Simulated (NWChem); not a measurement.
# SiH₄Se; SMILES [SiH3][SeH]

Results from NWChem. Geometry: optimised at PBE0/def2-SVP.

Task: Estimate the computed values for PBE/def2-SVP. Quantities: highest occupied level (eV); orbital gap (eV); dipole (D).

Result: highest occupied level (eV): -5.79
orbital gap (eV): 5.11
dipole (D): 0.86
